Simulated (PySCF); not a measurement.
# Absolute configuration from chiroptical data

Method used: TDDFT CAM-B3LYP/def2-SVPD circular dichroism and optical rotation, one conformer, gas phase (PySCF 2.14.0). Geometry: GFN2-xTB.

The calculation is non-relativistic, which matters for the atoms heavier than Zn.

Values for one enantiomer of C$_{5}$H$_{6}$FNSe, R in 10⁻⁴⁰ esu² cm² (velocity form):
```csv
λ (nm),f,R
349,0.001,-9.7
225,0.007,+16.4
214,0.051,+1.9
204,0.032,+5.5
188,0.034,-15.7
185,0.050,+37.0
176,0.014,+11.8
172,0.078,-9.7
168,0.016,+37.4
164,0.030,-23.2
163,0.058,-30.4
161,0.034,-2.5
```

[α] at 589.3 nm: -130 deg dm⁻¹ (g/mL)⁻¹ (origin-invariant length gauge).

Task: Which structure gives these signs?
A. C[C@@H]1C[C@](F)(C#N)[Se]1
B. C[C@H]1C[C@@](F)(C#N)[Se]1

Result: B. Its CIP labels in SMILES order are S, S; the other enantiomer gives every sign reversed.

The signs above follow by mirror symmetry from the run on the other enantiomer. Geometry of C[C@@H]1C[C@](F)(C#N)[Se]1 as run:
```xyz
14

C     1.538   -0.804   -0.331
C     0.852    0.129    0.641
C    -0.638   -0.164    0.857
C    -1.246    0.894   -0.069
F    -2.269    1.599    0.494
C    -1.592    0.416   -1.378
N    -1.804    0.011   -2.427
Se    0.484    1.949   -0.154
H     2.540   -0.448   -0.562
H     0.974   -0.880   -1.260
H     1.617   -1.797    0.110
H     1.423    0.225    1.566
H    -0.931   -1.186    0.610
H    -0.948    0.055    1.880
```
